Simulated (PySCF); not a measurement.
H2FNSe, singlet, geometry from GFN2-xTB, with bond 2-1 at 2.4 times its length; CASSCF(4,5)/6-31G in PySCF.

Here is a job for PySCF.
```python
from pyscf import gto, scf, mcscf
import numpy

mol = gto.M(
    atom='''
Se    0.052173   -0.038633    0.420233
F     0.300186    3.556378   -2.268646
N    -0.331369   -1.288793   -0.766287
H     0.393039   -1.541775   -1.426268
H    -1.246939   -1.256751   -1.196459
''',
    basis='6-31g',
    charge=0,
    spin=0,
    verbose=4,
)

mf = scf.RHF(mol)
mf.kernel()
mc = mcscf.CASSCF(mf, 5, 4)
mc.fix_spin_(ss=0.0)
mc.kernel()
occ = numpy.linalg.eigvalsh(mc.fcisolver.make_rdm1(mc.ci, mc.ncas, mc.nelecas))[::-1]
ss = mc.fcisolver.spin_square(mc.ci, mc.ncas, mc.nelecas)[0]
print('natural occupations', occ.round(4), ' <S^2>', round(ss, 4))
```

Question: What does PySCF print? Leave out banner, timings and long lists.

Answer: 
```
PySCF version 2.14.0

[INPUT] verbose = 4
[INPUT] num. atoms = 5
[INPUT] num. electrons = 52
[INPUT] charge = 0
[INPUT] spin (= nelec alpha-beta = 2S) = 0
[INPUT] symmetry False subgroup None
[INPUT] Mole.unit = angstrom
[INPUT] Symbol           X                Y                Z      unit          X                Y                Z       unit  Magmom
[...]
nuclear repulsion = 138.301438042432
number of shells = 25
number of NR pGTOs = 142
number of NR cGTOs = 49
basis = 6-31g
ecp = {}

******** <class 'pyscf.scf.hf.RHF'> ********
method = RHF
initial guess = minao
damping factor = 0
level_shift factor = 0
DIIS = <class 'pyscf.scf.diis.CDIIS'>
diis_start_cycle = 1
diis_space = 8
diis_damp = 0
SCF conv_tol = 1e-09
SCF conv_tol_grad = None
SCF max_cycles = 50
direct_scf = True
direct_scf_tol = 1e-13
Set gradient conv threshold to 3.16228e-05
Initial guess from minao.
init E= -2553.17025297199
[...]
cycle= 1 E= -2553.99556726705  delta_E= -0.825  |g|= 0.935  |ddm|= 2.11
[...]
cycle= 2 E= -2548.68771928313  delta_E= 5.31  |g|= 2.73  |ddm|= 6.63
[...]
cycle= 3 E= -2554.10827754359  delta_E= -5.42  |g|= 0.68  |ddm|= 6.48
[...]
cycle= 4 E= -2554.14773871556  delta_E= -0.0395  |g|= 0.474  |ddm|= 0.343
[...]
cycle= 5 E= -2554.1843472229  delta_E= -0.0366  |g|= 0.207  |ddm|= 0.336
[...]
cycle= 6 E= -2554.1967024954  delta_E= -0.0124  |g|= 0.0445  |ddm|= 0.28
[...]
cycle= 7 E= -2554.20820766854  delta_E= -0.0115  |g|= 0.102  |ddm|= 0.412
[...]
cycle= 8 E= -2554.21057790899  delta_E= -0.00237  |g|= 0.0474  |ddm|= 0.0831
[...]
cycle= 9 E= -2554.21147957474  delta_E= -0.000902  |g|= 0.0418  |ddm|= 0.0388
[...]
cycle= 10 E= -2554.21397522861  delta_E= -0.0025  |g|= 0.0417  |ddm|= 0.206
[...]
cycle= 11 E= -2554.21444926868  delta_E= -0.000474  |g|= 0.00263  |ddm|= 0.0577
[...]
cycle= 12 E= -2554.21446108836  delta_E= -1.18e-05  |g|= 0.0049  |ddm|= 0.013
[...]
cycle= 13 E= -2554.21447920426  delta_E= -1.81e-05  |g|= 0.00263  |ddm|= 0.0156
[...]
cycle= 14 E= -2554.21448811659  delta_E= -8.91e-06  |g|= 0.00494  |ddm|= 0.0121
[...]
cycle= 15 E= -2554.21451029358  delta_E= -2.22e-05  |g|= 0.0016  |ddm|= 0.0214
[...]
cycle= 16 E= -2554.21453879703  delta_E= -2.85e-05  |g|= 0.00301  |ddm|= 0.058
[...]
cycle= 17 E= -2554.21454558639  delta_E= -6.79e-06  |g|= 0.00222  |ddm|= 0.0141
[...]
cycle= 18 E= -2554.21455048421  delta_E= -4.9e-06  |g|= 0.00097  |ddm|= 0.0298
[...]
cycle= 19 E= -2554.21455070601  delta_E= -2.22e-07  |g|= 0.000607  |ddm|= 0.00294
[...]
cycle= 20 E= -2554.21455083765  delta_E= -1.32e-07  |g|= 4.55e-05  |ddm|= 0.00121
[...]
cycle= 21 E= -2554.21455084117  delta_E= -3.53e-09  |g|= 1.25e-05  |ddm|= 0.000672
[...]
cycle= 22 E= -2554.21455084129  delta_E= -1.15e-10  |g|= 8.62e-06  |ddm|= 0.000266
[...]
Extra cycle  E= -2554.21455084125  delta_E= 4.23e-11  |g|= 2.01e-05  |ddm|= 3.27e-05
converged SCF energy = -2554.21455084125

******** <class 'pyscf.mcscf.mc1step.CASSCF'> ********
CAS (2e+2e, 5o), ncore = 24, nvir = 20
max_cycle_macro = 50
max_cycle_micro = 4
conv_tol = 1e-07
conv_tol_grad = None
orbital rotation max_stepsize = 0.02
orbital rotation threshold for CI restart = 0.01
augmented hessian ah_max_cycle = 30
augmented hessian ah_conv_tol = 1e-12
augmented hessian ah_linear dependence = 1e-14
augmented hessian ah_level shift = 1e-08
augmented hessian ah_start_tol = 2.5
augmented hessian ah_start_cycle = 3
augmented hessian ah_grad_trust_region = 3
kf_trust_region = 3
kf_interval = 4
ci_response_space = 4
ci_grad_trust_region = 3
with_dep4 0
natorb = False
canonicalization = True
sorting_mo_energy = False
ao2mo_level = 2
internal_rotation = False
******** <class 'pyscf.fci.addons.SpinPenaltyFCISolver'> ********
max. cycles = 50
conv_tol = 1e-08
davidson only = True
linear dependence = 1e-12
level shift = 0.001
max iter space = 12
nroots = 1
pspace_size = 400
spin = None
CASCI E = -2554.35068275064  S^2 = 0.0000000
Set conv_tol_grad to 0.000316228
macro iter   1 ( 18 JK    4 micro), CASSCF E = -2554.40453583606  dE = -5.38530854e-02  S^2 = 0.0000000
               |grad[o]|=0.483  |grad[c]|=0.0627  |ddm|=0.0368  |maxRot[o]|=0.0801
macro iter   2 ( 16 JK    4 micro), CASSCF E = -2554.40455011751  dE = -1.42814492e-05  S^2 = 0.0000000
               |grad[o]|=0.00552  |grad[c]|=0.00194  |ddm|=0.00229  |maxRot[o]|=0.101
macro iter   3 (  7 JK    2 micro), CASSCF E = -2554.40455244852  dE = -2.33101127e-06  S^2 = 0.0000000
               |grad[o]|=0.00129  |grad[c]|=0.000234  |ddm|=0.000963  |maxRot[o]|=0.0699
macro iter   4 ( 12 JK    3 micro), CASSCF E = -2554.40455477102  dE = -2.32250477e-06  S^2 = 0.0000000
               |grad[o]|=0.001  |grad[c]|=0.000359  |ddm|=0.00104  |maxRot[o]|=0.0659
macro iter   5 ( 12 JK    3 micro), CASSCF E = -2554.40455819522  dE = -3.42419480e-06  S^2 = 0.0000000
               |grad[o]|=0.00089  |grad[c]|=0.00121  |ddm|=0.00189  |maxRot[o]|=0.0806
macro iter   6 ( 12 JK    3 micro), CASSCF E = -2554.40455994211  dE = -1.74689603e-06  S^2 = 0.0000000
               |grad[o]|=0.000752  |grad[c]|=0.00418  |ddm|=0.00113  |maxRot[o]|=0.0637
macro iter   7 ( 12 JK    3 micro), CASSCF E = -2554.40456800117  dE = -8.05906075e-06  S^2 = 0.0000000
               |grad[o]|=0.000711  |grad[c]|=0.00858  |ddm|=0.00164  |maxRot[o]|=0.0757
macro iter   8 ( 12 JK    3 micro), CASSCF E = -2554.40458277892  dE = -1.47777459e-05  S^2 = 0.0000000
               |grad[o]|=0.000736  |grad[c]|=0.00941  |ddm|=0.00171  |maxRot[o]|=0.0762
macro iter   9 ( 12 JK    3 micro), CASSCF E = -2554.40459749318  dE = -1.47142555e-05  S^2 = 0.0000000
               |grad[o]|=0.000788  |grad[c]|= 0.01  |ddm|=0.00106  |maxRot[o]|=0.059
macro iter  10 (  7 JK    2 micro), CASSCF E = -2554.40464329307  dE = -4.57998940e-05  S^2 = 0.0000000
               |grad[o]|=0.000786  |grad[c]|=0.00268  |ddm|=0.000959  |maxRot[o]|=0.0699
macro iter  11 (  7 JK    2 micro), CASSCF E = -2554.40473000570  dE = -8.67126296e-05  S^2 = 0.0000000
[...]
               |grad[o]|=0.0132  |grad[c]|=0.0416  |ddm|=0.00515  |maxRot[o]|=0.179
macro iter  22 ( 21 JK    4 micro), CASSCF E = -2554.41693487498  dE = -1.37358363e-03  S^2 = 0.0000000
               |grad[o]|=0.0136  |grad[c]|=0.0327  |ddm|=0.00343  |maxRot[o]|=0.133
macro iter  23 ( 21 JK    4 micro), CASSCF E = -2554.41797990455  dE = -1.04502956e-03  S^2 = 0.0000000
               |grad[o]|=0.0138  |grad[c]|=0.0328  |ddm|=0.00286  |maxRot[o]|=0.127
macro iter  24 ( 21 JK    4 micro), CASSCF E = -2554.41832677158  dE = -3.46867028e-04  S^2 = 0.0000000
               |grad[o]|=0.014  |grad[c]|=0.0308  |ddm|=0.00303  |maxRot[o]|=0.0886
macro iter  25 ( 21 JK    4 micro), CASSCF E = -2554.41897486501  dE = -6.48093432e-04  S^2 = 0.0000000
               |grad[o]|=0.014  |grad[c]|=0.0289  |ddm|=0.00275  |maxRot[o]|=0.0795
macro iter  26 ( 21 JK    4 micro), CASSCF E = -2554.42003949299  dE = -1.06462798e-03  S^2 = 0.0000000
               |grad[o]|=0.0137  |grad[c]|=0.0267  |ddm|=0.00231  |maxRot[o]|=0.136
macro iter  27 ( 21 JK    4 micro), CASSCF E = -2554.42205859067  dE = -2.01909768e-03  S^2 = 0.0000000
               |grad[o]|=0.0131  |grad[c]|=0.0445  |ddm|=0.0134  |maxRot[o]|=0.272
macro iter  28 ( 21 JK    4 micro), CASSCF E = -2554.42345897767  dE = -1.40038701e-03  S^2 = 0.0000000
               |grad[o]|=0.0107  |grad[c]|=0.0113  |ddm|=0.00209  |maxRot[o]|=0.138
macro iter  29 ( 21 JK    4 micro), CASSCF E = -2554.42424332451  dE = -7.84346834e-04  S^2 = 0.0000000
               |grad[o]|=0.00754  |grad[c]|=0.0148  |ddm|=0.00311  |maxRot[o]|=0.167
macro iter  30 ( 20 JK    4 micro), CASSCF E = -2554.42447811244  dE = -2.34787929e-04  S^2 = 0.0000000
               |grad[o]|=0.00407  |grad[c]|=0.00511  |ddm|=0.00609  |maxRot[o]|=0.0993
macro iter  31 ( 11 JK    3 micro), CASSCF E = -2554.42450426371  dE = -2.61512764e-05  S^2 = 0.0000000
               |grad[o]|=0.00173  |grad[c]|=0.0231  |ddm|=0.0154  |maxRot[o]|=0.125
macro iter  32 (  6 JK    2 micro), CASSCF E = -2554.42450631358  dE = -2.04986645e-06  S^2 = 0.0000000
               |grad[o]|=0.000667  |grad[c]|=0.000442  |ddm|=0.000122  |maxRot[o]|=0.0165
macro iter  33 (  7 JK    2 micro), CASSCF E = -2554.42451221321  dE = -5.89962838e-06  S^2 = 0.0000000
               |grad[o]|=0.000567  |grad[c]|=0.00443  |ddm|=0.0514  |maxRot[o]|=0.0699
macro iter  34 (  7 JK    2 micro), CASSCF E = -2554.42451828544  dE = -6.07223092e-06  S^2 = 0.0000000
               |grad[o]|=0.000683  |grad[c]|=0.00438  |ddm|=0.0517  |maxRot[o]|=0.0699
macro iter  35 (  7 JK    2 micro), CASSCF E = -2554.42452394738  dE = -5.66194240e-06  S^2 = 0.0000000
               |grad[o]|=0.000582  |grad[c]|=0.00435  |ddm|=0.052  |maxRot[o]|=0.0699
macro iter  36 (  7 JK    2 micro), CASSCF E = -2554.42452913104  dE = -5.18366005e-06  S^2 = 0.0000000
               |grad[o]|=0.000484  |grad[c]|=0.00433  |ddm|=0.0524  |maxRot[o]|=0.0699
macro iter  37 (  7 JK    2 micro), CASSCF E = -2554.42453380037  dE = -4.66933034e-06  S^2 = 0.0000000
               |grad[o]|=0.0004  |grad[c]|=0.00432  |ddm|=0.0527  |maxRot[o]|=0.0699
macro iter  38 (  7 JK    2 micro), CASSCF E = -2554.42453792636  dE = -4.12599229e-06  S^2 = 0.0000000
               |grad[o]|=0.000331  |grad[c]|=0.00433  |ddm|=0.0531  |maxRot[o]|=0.0699
macro iter  39 (  7 JK    2 micro), CASSCF E = -2554.42454148923  dE = -3.56286137e-06  S^2 = 0.0000000
               |grad[o]|=0.000279  |grad[c]|=0.00436  |ddm|=0.0534  |maxRot[o]|=0.0699
macro iter  40 (  7 JK    2 micro), CASSCF E = -2554.42454447974  dE = -2.99051499e-06  S^2 = 0.0000000
               |grad[o]|=0.000243  |grad[c]|=0.00441  |ddm|=0.0537  |maxRot[o]|=0.0699
macro iter  41 (  7 JK    2 micro), CASSCF E = -2554.42454690047  dE = -2.42072656e-06  S^2 = 0.0000000
               |grad[o]|=0.00022  |grad[c]|=0.00447  |ddm|=0.054  |maxRot[o]|=0.0699
macro iter  42 (  7 JK    2 micro), CASSCF E = -2554.42454876442  dE = -1.86395573e-06  S^2 = 0.0000000
               |grad[o]|=0.000199  |grad[c]|=0.00456  |ddm|=0.0543  |maxRot[o]|=0.0699
macro iter  43 (  7 JK    2 micro), CASSCF E = -2554.42455009323  dE = -1.32880268e-06  S^2 = 0.0000000
               |grad[o]|=0.000172  |grad[c]|=0.00468  |ddm|=0.0546  |maxRot[o]|=0.0699
macro iter  44 (  7 JK    2 micro), CASSCF E = -2554.42455092231  dE = -8.29083547e-07  S^2 = 0.0000000
               |grad[o]|=0.000129  |grad[c]|=0.00487  |ddm|=0.0549  |maxRot[o]|=0.0699
macro iter  45 (  6 JK    1 micro), CASSCF E = -2554.42455129230  dE = -3.69986537e-07  S^2 = 0.0000000
               |grad[o]|=6.97e-05  |grad[c]|=0.00485  |ddm|=0.0358  |maxRot[o]|= 0.06
macro iter  46 (  7 JK    2 micro), CASSCF E = -2554.42455187457  dE = -5.82278062e-07  S^2 = 0.0000000
               |grad[o]|=8.35e-05  |grad[c]|=0.00682  |ddm|=0.0405  |maxRot[o]|=0.0699
macro iter  47 (  7 JK    2 micro), CASSCF E = -2554.42455238784  dE = -5.13270152e-07  S^2 = 0.0000000
               |grad[o]|=8.14e-05  |grad[c]|=0.00695  |ddm|=0.0401  |maxRot[o]|=0.0699
macro iter  48 (  7 JK    2 micro), CASSCF E = -2554.42455287847  dE = -4.90626007e-07  S^2 = 0.0000000
               |grad[o]|=6.77e-05  |grad[c]|=0.0071  |ddm|=0.0397  |maxRot[o]|=0.0699
macro iter  49 (  7 JK    2 micro), CASSCF E = -2554.42455335950  dE = -4.81032657e-07  S^2 = 0.0000000
               |grad[o]|=5.66e-05  |grad[c]|=0.00723  |ddm|=0.0389  |maxRot[o]|=0.0699
macro iter  50 (  7 JK    2 micro), CASSCF E = -2554.42455383433  dE = -4.74824901e-07  S^2 = 0.0000000
               |grad[o]|=5.46e-05  |grad[c]|=0.00736  |ddm|=0.038  |maxRot[o]|=0.0699
1-step CASSCF not converged,  50 macro (607 JK 140 micro) steps
CASSCF canonicalization
Density matrix diagonal elements [1.99067897 1.01888648 0.97894357 0.0063325  0.00515847]
CASSCF energy = -2554.42455383433
CASCI E = -2554.42455383433  E(CI) = -5.75270727465022  S^2 = 0.0000000
natural occupations [1.9912 1.0254 0.9722 0.0085 0.0027]  <S^2> 0.0
```

The run did not converge; its last values are not results.
